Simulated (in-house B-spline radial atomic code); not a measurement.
Relativistic effects in Mo²⁺, [Kr] 4d4: non-relativistic Hartree-Fock (point nucleus) against Dirac-Hartree-Fock (Fermi nucleus of rms radius 4.4091 fm), both averages of the configuration, computed with an all-electron radial atomic-structure program (B-spline basis).

```
orbital  ε NR (Eh)  ε Dirac (Eh)  <r> NR (bohr)  <r> Dirac (bohr)  change of <r> (%)
  1s1/2    -721.93             ?         0.0363                 ?                  ?
  2s1/2    -103.58        -107.9         0.1584            0.1531               -3.4
  2p1/2    -95.176             ?         0.1361                 ?                  ?
  2p3/2    -95.176       -95.025         0.1361            0.1354               -0.5
  3s1/2    -19.314       -20.144         0.4376             0.426               -2.7
  3p1/2    -16.017       -16.693         0.4333            0.4214               -2.7
  3p3/2    -16.017       -16.019         0.4333            0.4314               -0.4
  3d3/2    -10.013       -9.9513         0.4133             0.412               -0.3
  3d5/2    -10.013       -9.8254         0.4133            0.4154               +0.5
  4s1/2    -3.4741       -3.6108          1.138             1.112               -2.3
  4p1/2    -2.4264       -2.5213          1.244             1.215               -2.4
  4p3/2    -2.4264       -2.4232          1.244             1.242               -0.2
  4d3/2   -0.97838      -0.96849          1.698             1.707               +0.5
  4d5/2   -0.97838      -0.96007          1.698             1.722               +1.4
```

Q: What happens to 1s1/2?

A: Its energy goes to -740.15 hartree and <r> to 0.03516 bohr (-3.14 %).

Q: What happens to 2p1/2?

A: Its energy goes to -98.966 hartree and <r> to 0.1308 bohr (-3.85 %).

Q: What explains the pattern of contraction and expansion?

A: Expansion is seen in 3d5/2, 4d3/2, 4d5/2. The s and p1/2 orbitals contract directly, screen the nucleus better, and so push out orbitals that have little density near the nucleus; spin-orbit coupling adds to this for j = l + 1/2 and opposes it for j = l - 1/2.

Q: By how much does the total energy change?

A: By -71.773 hartree, from -3974.659 to -4046.432.
